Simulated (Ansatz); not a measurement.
```yaml
crystal:
  periodic: [false, false, false]
  atoms:
    - {symbol: Ca, position_ang: [1.356958, 1.982077, -0.053724]}
    - {symbol: Ca, position_ang: [-1.356531, -1.981661, 0.075570]}
    - {symbol: Si, position_ang: [0.885023, -0.606548, -0.020790]}
    - {symbol: Si, position_ang: [-0.885450, 0.606121, -0.001056]}
basis:
  gaussian: {orbitals: x2c-TZVPPall}
total_charge: 1
magnetization: {spin_polarized: true, initial_magnetization: 1}
hamiltonian: {xc: {name: wPBEh}}
scf: {omitted_lower_state_checks: [starts]}
```

```sh
$ ansatz run in.yaml --threads 4 --pin off --events-out ev --progress --plain --max-ram 3916MiB
```

Output, abridged:

```
Functional definition: wPBEh
1408 factors; their error is unknown
127 factors; integrals over basis functions are off by at most 3.3e-6 eV
mean field evaluation 1: about -52787.7156 eV, gradient 4.5e1 eV
mean field evaluation 2: about -52729.8713 eV, gradient 8.5e1 eV
mean field evaluation 4: about -52801.3026 eV, gradient 6.0e0 eV
mean field evaluation 8: about -52801.4921 eV, gradient 1.1e-1 eV
mean field evaluation 16: about -52801.6054 eV, gradient 6.4e-4 eV
mean field -52801.60535085 eV, -1940.4232064301 hartree, gradient 2.0e-5 eV, S^2 0.763537; 0 other end points of the search recorded, 0 dependent functions left out
reference -52801.60540259 eV, -1940.4232083317 hartree; 34, 33 occupied and 122, 123 virtual orbitals, 1408 factors
Total energy: -52801.60540259 eV, -1940.4232083317 hartree
Relativity: scalar
Checks for a lower state left out: starts
```

It took 7 s on 4 threads of Arm Neoverse V1 on a shared host, peak host memory 0.69 GiB.

DK, ANO-RCC and x2c sets are all-electron and run with scalar relativity unless a key says otherwise.
